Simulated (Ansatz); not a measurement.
Diatomic LiS-, closed-shell singlet (lowest of 2S+1 = 1, 3, 5 at CCSD(T)/def2-TZVPP on PBE0 minima; our sources give no spin for the ground state, which may be another).

Seven points along R, fitted to fifth degree in 1/R; most abundant isotopes. Runs in def2 and cc sets follow the lowest solution found near the PBE0 minimum. The singlet is held restricted. HF and MP2 rows in def2 and cc sets belong to the determinant that coupled cluster picked by its CCSD energy.

Correlated levels freeze the inner cores; with def2 sets outer-core shells near the valence are correlated too. CBS: X⁻³ extrapolation of the correlation energy, Hartree–Fock from the larger set.

Programs: Ansatz (a first-principles code) with Gaussian orbitals. Values without a source in brackets are computed.

What bond length and harmonic frequency does MP2/aug-cc-pV(5+d)Z give?

r_e = 2.085 Å, ω_e = 631 cm⁻¹.

What bond length and harmonic frequency does SCS-MP2/def2-TZVPP give?

r_e = 2.059 Å, ω_e = 656 cm⁻¹.

What bond length and harmonic frequency does CCSD(T)/CBS(aug-cc-pV(Q+d)Z, aug-cc-pV(5+d)Z) give?

r_e = 2.076 Å, ω_e = 638 cm⁻¹.
